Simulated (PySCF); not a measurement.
C₄H₈Cl, SMILES [CH2]C(C)(C)Cl, multiplicity 2.

Geometry: B3LYP-D3(BJ)/def2-SVP. The isomer is the one that the SMILES or the coordinates give; other isomers of the formula were not compared.

The numbers are results of TDA-M06-2X/def2-SVPD run with PySCF, not measurements.

Vertical excitations. Gas-phase values at a fixed geometry.

```csv
state,energy (eV),λ (nm),f,main pairs
root 1,4.65,267,0.001,β HOMO−1→LUMO 81 %
root 2,4.67,265,0.000,β HOMO→LUMO 87 %
root 3,5.38,230,0.039,"α HOMO→LUMO+1 65 %, α HOMO→LUMO 10 %, β HOMO−2→LUMO 9 %, β HOMO−1→LUMO 5 %"
root 4,6.02,206,0.001,"α HOMO→LUMO 24 %, α HOMO→LUMO+1 14 %, α HOMO→LUMO+2 6 %, β HOMO−2→LUMO 29 %, β HOMO−4→LUMO 13 %"
root 5,6.03,205,0.002,"β HOMO−3→LUMO 45 %, β HOMO−5→LUMO 34 %, β HOMO−9→LUMO 7 %, β HOMO−6→LUMO 7 %"
root 6,6.10,203,0.048,"α HOMO→LUMO 47 %, β HOMO−2→LUMO 20 %, β HOMO−4→LUMO 12 %"
root 7,6.63,187,0.000,"α HOMO−1→LUMO+1 67 %, α HOMO−1→LUMO 13 %"
root 8,6.69,185,0.033,"α HOMO−2→LUMO+1 14 %, β HOMO−4→LUMO 49 %, β HOMO−2→LUMO 15 %"
root 9,6.91,179,0.042,"α HOMO−2→LUMO+1 38 %, α HOMO−2→LUMO 7 %, β HOMO−1→LUMO+2 18 %, β HOMO−2→LUMO 12 %, β HOMO−1→LUMO+1 5 %"
root 10,7.21,172,0.000,"α HOMO→LUMO+2 74 %, α HOMO→LUMO 11 %"
```
Unrestricted roots are not spin-pure.
